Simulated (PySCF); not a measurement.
C5H8OSi.
Numbering: `[CH3:1][O:2][C:3]1=[CH:4][CH:5]=[CH:6][SiH2:7]1` (hydrogens: H8, H9, H10 on C1; H11 on C4; H12 on C5; H13 on C6; H14, H15 on Si7)

The calculation used core-valence-separated Tamm–Dancoff BHandHLYP/aug-pcX-1 (pcseg-1 on H, def2-SVPD on Si) in PySCF, non-relativistic, gas phase, PBE0-D3(BJ)/def2-SVP geometry. Absolute energies from this functional tend to lie a few eV below measured edges; no shift was applied.

(1) List the carbon K-edge absorption lines.

(2) Give energies, oscillator strengths and core holes at the O K edge.

## Answers

(1) 
```csv
E (eV),f,core hole on,main final orbital,polarisation
281.95,0.0447,C6,LUMO (80 %),normal to the local trigonal plane
282.47,0.0547,C5,LUMO (76 %),normal to the local trigonal plane
282.84,0.0414,C4,LUMO (75 %),normal to the local trigonal plane
283.42,0.0612,C3,LUMO (76 %),normal to the local trigonal plane
285.25,0.0095,C6,LUMO+2 (64 %),in the local trigonal plane
285.60,0.0189,C6,LUMO+3 (45 %),in the local trigonal plane
285.69,0.0149,C4,LUMO+1 (49 %),in the local trigonal plane
285.92,0.0242,C4,LUMO+11 (30 %),normal to the local trigonal plane
286.18,0.0176,C5,LUMO+2 (38 %),in the local trigonal plane
286.41,0.0091,C6,spread,in the local trigonal plane
286.63,0.0005,C4,spread,–
286.63,0.0011,C6,LUMO+4 (37 %),in the local trigonal plane
286.75,0.0037,C6,"LUMO+1/LUMO+9 (2 roots, f summed)",mixed
286.81,0.0330,C1,LUMO+1 (30 %),–
286.93,0.0084,C6,LUMO+11 (30 %),normal to the local trigonal plane
286.95,0.0159,C5,LUMO+9 (36 %),normal to the local trigonal plane
287.00,0.0007,C4,LUMO+2 (35 %),–
287.08,0.0009,C6,spread,–
287.09,0.0255,C3,LUMO+2 (32 %),in the local trigonal plane
287.12,0.0083,C1,"LUMO/LUMO+1 (2 roots, f summed)",–
287.18,0.0025,C4,LUMO+3 (41 %),in the local trigonal plane
```

The first line with a tenth or more of the strongest one's intensity is at 281.95 eV (f = 0.045), with the hole on C6 (alkene CH carbon), polarised normal to the local trigonal plane: a 1s→π* resonance. The strongest listed is at 283.42 eV (f = 0.061; C3, 1s→π*).

(2) 
```csv
E (eV),f,core hole on,main final orbital
532.75,0.0143,O2,LUMO (87 %)
534.29,0.0130,O2,spread
534.70,0.0065,O2,LUMO+1 (59 %)
535.62,0.0041,O2,LUMO+2 (36 %)
535.94,0.0003,O2,LUMO+5 (91 %)
535.97,0.0028,O2,LUMO+3 (67 %)
536.13,0.0153,O2,spread
```

The first line with a tenth or more of the strongest one's intensity is at 532.75 eV (f = 0.014), with the hole on O2 (ether oxygen). The strongest listed is at 536.13 eV (f = 0.015; O2).

Roots within 0.03 eV whose holes lie on the same, on equivalent or on shared atoms are summed into one line, and the highest roots are left out, as the search may have cut off their partners. Final orbitals are the ground state's empty Kohn–Sham orbitals. A dash: too weak, shared between unlike atoms, or no plane or axis to refer to.

Q: What length of transition dipole belongs to the line at 285.60 eV?

A: From f = (2/3) ΔE |μ|² in atomic units, with ΔE = 10.496 Eh and f = 0.0189: |μ| = 0.052 au = 0.13 D.

The list ends where the root search ended, not at a threshold.

Conformer computed: `[CH3:1][O:2][C:3]1=[CH:4][CH:5]=[CH:6][SiH2:7]1`: C1–O2–C3–C4 0°.

One conformer stands for the species.
